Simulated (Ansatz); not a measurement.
Isolated molecules relaxed with PBE0-D4/def2-TZVP in Ansatz; ΔE leaves out vibrations. CBS: MP2 limit from def2 TZ/QZ plus the TZ coupled-cluster correction, frozen cores. This one scheme is used for every species, atoms too. DFT in def2-TZVPP. No spin–orbit coupling; open shells (•) take unrestricted orbitals. Spin–orbit coupling would lower the free atoms: a little for Cl, Si. Each species was taken in one conformer, which may not be the lowest.

Reaction (atomization): `[SiH2]N[SiH2]Cl`• → Cl• + 5 H• + N• + 2 Si•

| species | PBE-QIDH energy (Eh) |
| --- | --- |
| `[SiH2]N[SiH2]Cl`• | -1096.33114 |
| Cl• | -459.91434 |
| H• | -0.50179 |
| N• | -54.54130 |
| Si• | -289.15959 |

Q: Work out ΔE.

A: ΔE = 5 × (-0.50179) + 2 × (-289.15959) + (-459.91434) + (-54.54130) − (-1096.33114) = 1.04737 Eh = +28.50 eV. CCSD(T)/CBS gives +28.88 eV.

Largest T1 diagnostic among the species: 0.013.

Leaving LDA and LC-ωPBE aside and taking each functional with its dispersion term where it has one, the values, not all of them listed here, spread over 0.76 eV, from BHLYP-D4 to ωB97X-V. LDA lies +3.70 eV from PBE without D4, its usual overbinding. From PBE to PBE0 (25 % exact exchange), in def2-TZVPP and without D4, ΔE moves by −0.24 eV: exact exchange takes away binding that semilocal exchange gives to molecules. The D4 term adds +0.40 eV with B3LYP and +0.21 eV with PBE0; it sums over pairs of atoms, weighted by their polarisabilities, and B3LYP, whose exchange is more repulsive, gets the larger term.

B3LYP here is the variant with VWN-RPA as its local correlation; programs differ in this.

For atomizations the MP2-based limit and the directly extrapolated one differ by several kJ/mol either way, and by 10 to 25 for some Ge, Se and Sn compounds, so smaller differences from it don't rank the levels.
